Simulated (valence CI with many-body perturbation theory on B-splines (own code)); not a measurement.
**Valence orbitals of Bi2+**

Calculated by relativistic CI+MBPT: three valence electrons over a frozen Dirac-Fock core [Xe] 4f14 5d10, radial functions for each j: 11 s, 11 p, 9 d, 7 f, 5 g, 2 h, 1 i, with the one-electron correlation potential Σ1 (screened to all orders), the two-electron term Σ2, the three-electron term Σ3, Breit, model QED; selected single and double excitations, second order for the rest, scaled by the run's own slope (own B-spline code, finite nucleus).

Against 20 measured levels this calculation errs by 486 cm⁻¹ on average and by 1325 at most. These come from a selection out of Moore, Atomic Energy Levels, vol. III, NSRDS-NBS 35 (1971 reprint of NBS Circular 467, 1958), an old analysis. Levels without a partner in it may be off by more. The list stops below the first excitations out of the core.

These are the spectroscopic orbitals of the CI (the correlating ones are not listed), shaped by the core and the other valence electrons. h is the expectation value of the core's Dirac-Fock operator, without the valence repulsion; Σ1 is computed up to l = 3 at one energy for each symmetry, that of its lowest orbital but kept below the first core excitation, so for empty shells it is not the orbital's own correlation shift; Breit and QED include the response of the core.

```
Orbital  h (hartree)  Σ1 (cm⁻¹)  Breit (cm⁻¹)  QED (cm⁻¹)  ⟨r⟩ (bohr)
  6s1/2      -1.9739     -14855           271         394       2.148
  7s1/2     -0.93633      -2552          64.8        86.9       4.772
  8s1/2     -0.54996       -911          25.1        33.8       8.427
  9s1/2     -0.36342       -444          12.8        17.1       13.04
  6p1/2      -1.5807     -11281           362        21.1       2.527
  7p1/2     -0.78715      -1979          84.5         4.2       5.622
  8p1/2     -0.48112       -806          37.2         1.8       9.592
  9p1/2     -0.32589       -418          20.2         1.0       14.51
  6p3/2      -1.4584      -9035           141        32.4       2.770
  7p3/2     -0.74569      -1764          36.1         7.9       5.956
  8p3/2     -0.46136       -735          19.2         3.6       10.02
  9p3/2     -0.31513       -388          10.6         2.0       15.00
  6d3/2     -0.95677      -2419          22.2        -5.1       4.202
  7d3/2     -0.55013       -843           9.8        -2.2       8.041
  8d3/2      -0.3616       -414           5.2        -1.2       12.81
  6d5/2     -0.94219      -2235           3.6        -2.2       4.282
  7d5/2     -0.54395       -793           1.8        -0.9       8.140
  8d5/2     -0.35833       -392           1.1        -0.5       12.93
  5f5/2     -0.71674      -1351          -7.1        -0.1       5.368
  6f5/2     -0.46483       -845          -6.1        -0.2       9.529
  5f7/2     -0.71823      -1335          -7.8        -0.1       5.354
  6f7/2     -0.46568       -827          -6.9        -0.2       9.512
  5g7/2     -0.42094                      0.0         0.0       9.141
  5g9/2     -0.42094                      0.0         0.0       9.141
```

Among the shells of the start configuration 6s2 6p1, Σ1 is largest in size for 6s1/2, where it is 3.4 % of h.

Lowest root of each symmetry, sizes in configuration state functions:

| J | Parity | Roots | Reference | Variational | Second order | Change by selected CI (cm⁻¹) | Change by second order (cm⁻¹) |
| --- | --- | --- | --- | --- | --- | --- | --- |
| 1/2 | even | 7 | 12 | 7617 | 34347 | -3492 | -3 |
| 3/2 | even | 6 | 13 | 10494 | 65260 | -3040 | -5 |
| 5/2 | even | 5 | 9 | 9974 | 80861 | -4194 | -8 |
| 7/2 | even | 2 | 2 | 6417 | 89365 | -7900 | -3 |
| 9/2 | even | 1 | 1 | 2053 | 55742 | -7901 | -4 |
| 1/2 | odd | 5 | 12 | 5813 | 33648 | -4438 | -8 |
| 3/2 | odd | 5 | 17 | 9958 | 63955 | -4357 | -8 |
| 5/2 | odd | 3 | 11 | 9715 | 86122 | -8242 | -10 |
| 7/2 | odd | 3 | 6 | 9549 | 84620 | -8212 | -9 |
